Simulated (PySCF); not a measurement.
These 2 structures share the formula C5H3N3Se. Computed with PySCF, PBE0-D3(BJ)/def2-SVP geometry optimisation, gas phase. One conformer each; no zero-point energy, no entropy. No frequencies were run at this level. Point groups hold within 0.08 Å.

Question: Rank from lowest to highest electronic energy at this level (kJ/mol).
A. `[N:1]#[C:2]/[CH:3]=[N:4]/[c:5]1[cH:6][cH:7][n:8][se:9]1` with C3–N4–C5–C6 180°
B. `[H]/[N:9]=[CH:8]/[c:7]1[c:3]([C:2]#[N:1])[cH:4][se:5][n:6]1` with N6–C7–C8–N9 180°

Answer: B (0.0), A (35.9).

As drawn, the lower has an N–H bond, which the higher lacks.

```json
{"SMILES": "[H]/N=C/c1n[se]cc1C#N", "E (Eh)": "-2756.84514", "E rel (kJ/mol)": "0.0", "dipole (D)": "3.98", "point group": "Cs", "A, B, C (MHz)": "2300, 817.1, 602.9"}
{"SMILES": "N#C/C=N/c1ccn[se]1", "E (Eh)": "-2756.83147", "E rel (kJ/mol)": "35.9", "dipole (D)": "2.19", "point group": "Cs", "A, B, C (MHz)": "3313, 628.3, 528.1"}
```

Q: How do the relative energies change in single points at B3LYP/def2-SVPD (no added dispersion term) on the same geometries?

A: 
```json
{"SMILES": "[H]/N=C/c1n[se]cc1C#N", "PBE0-D3(BJ)/def2-SVP (kJ/mol)": "0.0", "B3LYP/def2-SVPD (kJ/mol)": "0.0", "shift": "0.0"}
{"SMILES": "N#C/C=N/c1ccn[se]1", "PBE0-D3(BJ)/def2-SVP (kJ/mol)": "35.9", "B3LYP/def2-SVPD (kJ/mol)": "32.0", "shift": "-3.9"}
```

Each column counts from its own lowest isomer. The order is unchanged; the largest shift is 3.9 kJ/mol.
